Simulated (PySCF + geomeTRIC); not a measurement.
The multiplicity is imposed and other spin states were not computed.

Computed with TPSS-D3(BJ)/def2-SVP run with PySCF + geomeTRIC. fastk is a local helper that only speeds up exchange builds. No frequencies were computed at this level.

```python
import json, numpy as np
from pyscf import gto, dft
from fastk import lowrank_exchange
atoms = """
Cu    -0.058572    -0.104138     0.222805
N     -0.745387    -1.324560     2.833468
C     -0.475916    -0.845700     1.809075
H     -0.975846    -1.734099     3.709551
C      0.379696     0.674855    -1.443620
N      0.647299     1.150187    -2.460493
"""
def scf(charge, spin, dm0=None):
    mol = gto.M(atom=atoms, basis='def2-svp', ecp={}, charge=charge, spin=spin, verbose=3, max_memory=3780)
    mf = dft.KS(mol, xc='tpss').density_fit(auxbasis="def2-universal-jkfit")
    mf.disp = 'd3bj'
    mf.grids.level = 3
    mf.conv_tol = 1e-8
    mf.max_cycle = 120
    mf.level_shift = 0.25
    mf.kernel(dm0)
    if not mf.converged:
        mf = mf.newton().run(mf.mo_coeff, mf.mo_occ).undo_soscf()
    return mf
mf = scf(0, 0)
from pyscf.geomopt.geometric_solver import kernel as optimize
path = []
done, mol = optimize(mf, maxsteps=120, assert_convergence=False, callback=lambda env: path.append((env["energy"], bool(env["g_scanner"].converged))))
res = dict(converged=bool(done and path[-1][1]), energy=path[-1][0], path=[e for e, c in path], xyz=mol.atom_coords(unit="Angstrom").tolist(), nao=mol.nao)
json.dump(res, open("result.json", "w"))
```

Output:

```
converged SCF energy = -1826.51707080083
Geometry optimization cycle 1
converged SCF energy = -1826.5170708076
cycle 1: E = -1826.51707081  dE = -1826.52  norm(grad) = 0.081836
Geometry optimization cycle 2
converged SCF energy = -1826.51878784772
cycle 2: E = -1826.51878785  dE = -0.00171704  norm(grad) = 0.00666834
Geometry optimization cycle 3
converged SCF energy = -1826.51881332485
cycle 3: E = -1826.51881332  dE = -2.54771e-05  norm(grad) = 0.00200187
Geometry optimization cycle 4
converged SCF energy = -1826.51881751341
cycle 4: E = -1826.51881751  dE = -4.18857e-06  norm(grad) = 0.000756736
Geometry optimization cycle 5
converged SCF energy = -1826.51881778303
cycle 5: E = -1826.51881778  dE = -2.69619e-07  norm(grad) = 0.000256687
<class 'geometric.internal.Distance'> : 5
<class 'geometric.internal.LinearAngle'> : 8
<class 'geometric.internal.TranslationX'> : 1
<class 'geometric.internal.TranslationY'> : 1
<class 'geometric.internal.TranslationZ'> : 1
<class 'geometric.internal.RotationA'> : 1
<class 'geometric.internal.RotationB'> : 1
<class 'geometric.internal.RotationC'> : 1
Step    0 : Gradient = 3.341e-02/5.367e-02 (rms/max) Energy = -1826.5170708076
Step    1 : Displace = 1.652e-02/2.768e-02 (rms/max) Trust = 1.000e-01 (=) Grad = 2.722e-03/4.489e-03 (rms/max) E (change) = -1826.5187878477 (-1.717e-03) Quality = 1.039
Step    2 : Displace = 1.744e-03/3.680e-03 (rms/max) Trust = 1.414e-01 (+) Grad = 8.173e-04/1.421e-03 (rms/max) E (change) = -1826.5188133248 (-2.548e-05) Quality = 1.265
Step    3 : Displace = 1.058e-03/2.241e-03 (rms/max) Trust = 2.000e-01 (+) Grad = 3.089e-04/4.173e-04 (rms/max) E (change) = -1826.5188175134 (-4.189e-06) Quality = 1.038
Step    4 : Displace = 3.392e-04/5.284e-04 (rms/max) Trust = 2.828e-01 (+) Grad = 1.048e-04/1.848e-04 (rms/max) E (change) = -1826.5188177830 (-2.696e-07) Quality = 0.601
Converged! =D
```

Cost: about 60 core-seconds (a rough figure).
